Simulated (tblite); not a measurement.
Species: C6H12N2.
SMILES with atom numbers: `[CH2:1]=[CH:2][CH2:3][N:4]([NH2:5])[CH:6]1[CH2:7][CH2:8]1` (hydrogens: H9, H10 on C1; H11 on C2; H12, H13 on C3; H14, H15 on N5; H16 on C6; H17, H18 on C7; H19, H20 on C8)

Computed with GFN2-xTB (tblite), gas phase: L-BFGS steps from a force-field or distance-geometry start until the largest atomic force falls under 0.01 eV/Å.

Step 6: E = -672.2004 eV
```
atom  x, y, z in Å  |  force x, y, z in eV/Å
C1      3.0871   -1.1003   -0.7101    0.127  -0.097  -0.076
C2      2.3337   -0.0740   -0.3808   -0.109   0.061   0.043
C3      0.9798    0.1457   -0.9905   -0.037  -0.113  -0.171
N4     -0.0078    0.0817    0.0696    0.069   0.128   0.126
N5      0.4002    1.1055    0.9674   -0.085   0.493   0.231
C6     -1.3868    0.2620   -0.3067   -0.059   0.120   0.021
C7     -2.3438    0.1520    0.8471    0.059  -0.054  -0.034
C8     -2.3937   -0.8503   -0.2505    0.148  -0.201  -0.339
H9      2.7487   -1.7799   -1.4721    0.112  -0.170  -0.068
H10     4.0488   -1.3040   -0.2685   -0.053   0.069  -0.005
H11     2.6000    0.6230    0.4021    0.068  -0.073  -0.144
H12     0.7735   -0.6163   -1.7310   -0.144  -0.292  -0.154
H13     0.9386    1.1256   -1.5042    0.056   0.105   0.034
H14     0.3524    2.0308    0.5093    0.013  -0.096  -0.008
H15    -0.2533    1.1464    1.7362   -0.057  -0.108   0.303
H16    -1.5777    1.0496   -1.0381    0.014   0.132  -0.061
H17    -3.1265    0.8797    0.9361   -0.224   0.099   0.097
H18    -1.9116   -0.1897    1.7746   -0.111   0.044   0.106
H19    -3.2293   -0.8319   -0.9357    0.079   0.129  -0.081
H20    -2.0374   -1.8448   -0.0668    0.133  -0.176   0.180
```

Step 7: E = -672.2237 eV
```
atom  x, y, z in Å  |  force x, y, z in eV/Å
C1      3.0967   -1.1044   -0.7106    0.071  -0.159  -0.151
C2      2.3367   -0.0789   -0.3881   -0.142   0.053   0.018
C3      0.9762    0.1437   -0.9945    0.030  -0.095  -0.090
N4     -0.0037    0.0897    0.0764    0.027   0.157   0.078
N5      0.4044    1.1182    0.9754   -0.193   0.282   0.172
C6     -1.3854    0.2669   -0.3034   -0.063   0.174   0.105
C7     -2.3493    0.1563    0.8498   -0.031  -0.066  -0.104
C8     -2.3879   -0.8479   -0.2562    0.155  -0.163  -0.141
H9      2.7655   -1.7933   -1.4723    0.100  -0.080  -0.008
H10     4.0609   -1.3144   -0.2712   -0.140   0.150   0.001
H11     2.5993    0.6220    0.3948    0.060  -0.104  -0.176
H12     0.7549   -0.6181   -1.7347   -0.100  -0.244  -0.069
H13     0.9304    1.1254   -1.5083    0.102   0.047   0.049
H14     0.3451    2.0414    0.5205    0.017  -0.029  -0.045
H15    -0.2568    1.1435    1.7400    0.005  -0.067   0.287
H16    -1.5767    1.0461   -1.0456    0.035   0.135   0.003
H17    -3.1513    0.8758    0.9452    0.053  -0.079   0.036
H18    -1.9167   -0.1915    1.7814   -0.187   0.108  -0.065
H19    -3.2176   -0.8287   -0.9501    0.109   0.108  -0.032
H20    -2.0297   -1.8414   -0.0613    0.093  -0.128   0.133
```

Step 8: E = -672.2424 eV
```
atom  x, y, z in Å  |  force x, y, z in eV/Å
C1      3.1033   -1.1085   -0.7136   -0.021  -0.112  -0.151
C2      2.3371   -0.0838   -0.3942   -0.108  -0.042  -0.058
C3      0.9732    0.1405   -0.9993    0.035  -0.047   0.021
N4     -0.0002    0.0991    0.0832   -0.037   0.148   0.023
N5      0.4038    1.1322    0.9851   -0.188   0.031   0.056
C6     -1.3844    0.2736   -0.3000   -0.058   0.129   0.146
C7     -2.3550    0.1582    0.8499   -0.060  -0.109  -0.169
C8     -2.3798   -0.8494   -0.2635    0.140  -0.006   0.070
H9      2.7797   -1.8051   -1.4730    0.076  -0.036   0.007
H10     4.0674   -1.3188   -0.2727   -0.158   0.188   0.012
H11     2.6003    0.6197    0.3864    0.046  -0.106  -0.174
H12     0.7394   -0.6246   -1.7388   -0.061  -0.126   0.058
H13     0.9267    1.1262   -1.5102    0.126  -0.039   0.041
H14     0.3401    2.0497    0.5270   -0.013   0.076  -0.035
H15    -0.2596    1.1401    1.7493    0.043  -0.004   0.234
H16    -1.5753    1.0466   -1.0508    0.044   0.119   0.060
H17    -3.1686    0.8718    0.9526    0.201  -0.184  -0.031
H18    -1.9240   -0.1908    1.7859   -0.218   0.131  -0.175
H19    -3.2073   -0.8241   -0.9616    0.150   0.054  -0.002
H20    -2.0220   -1.8420   -0.0543    0.062  -0.067   0.066
```

Task: Estimate the geometry and energy of step 9. (The exact step hangs on the optimiser's Hessian estimate; all steps are aligned on step 8, rigid shifts and turns removed.)

Result: E = -672.2585 eV, largest force 0.330 eV/Å
```
atom  x, y, z in Å  |  force x, y, z in eV/Å
C1      3.1075   -1.1126   -0.7184   -0.103  -0.046  -0.122
C2      2.3357   -0.0897   -0.4006   -0.065  -0.119  -0.116
C3      0.9706    0.1368   -1.0031   -0.012  -0.001   0.111
N4      0.0016    0.1096    0.0892   -0.090   0.095  -0.015
N5      0.4000    1.1449    0.9941   -0.131  -0.141  -0.022
C6     -1.3842    0.2816   -0.2952   -0.002   0.065   0.082
C7     -2.3602    0.1570    0.8470   -0.091  -0.075  -0.139
C8     -2.3705   -0.8515   -0.2692    0.098   0.064   0.170
H9      2.7922   -1.8159   -1.4742    0.042  -0.031  -0.013
H10     4.0695   -1.3182   -0.2735   -0.119   0.192   0.029
H11     2.6024    0.6158    0.3763    0.033  -0.090  -0.149
H12     0.7259   -0.6330   -1.7411   -0.032   0.004   0.178
H13     0.9268    1.1263   -1.5108    0.132  -0.113   0.018
H14     0.3359    2.0574    0.5313   -0.055   0.149   0.011
H15    -0.2613    1.1372    1.7625    0.091   0.057   0.132
H16    -1.5734    1.0499   -1.0538    0.039   0.092   0.115
H17    -3.1792    0.8660    0.9578    0.232  -0.214  -0.098
H18    -1.9341   -0.1876    1.7866   -0.184   0.099  -0.180
H19    -3.1960   -0.8191   -0.9706    0.182  -0.007   0.015
H20    -2.0143   -1.8444   -0.0470    0.037   0.018  -0.007
```

The energy changes by -0.0161 eV. The first-order estimate −F·Δx gives -0.0220 eV and the mean of the old and new forces, exact on a quadratic surface, -0.0162 eV. The step makes an angle of 57° with the force vector and moves no atom by more than 0.017 Å.

The cost below is that of the whole relaxation. On one thread of an Arm Neoverse V1, shared host with 64 logical CPUs at a one-minute load of 22, this took 0.63 s of wall time.
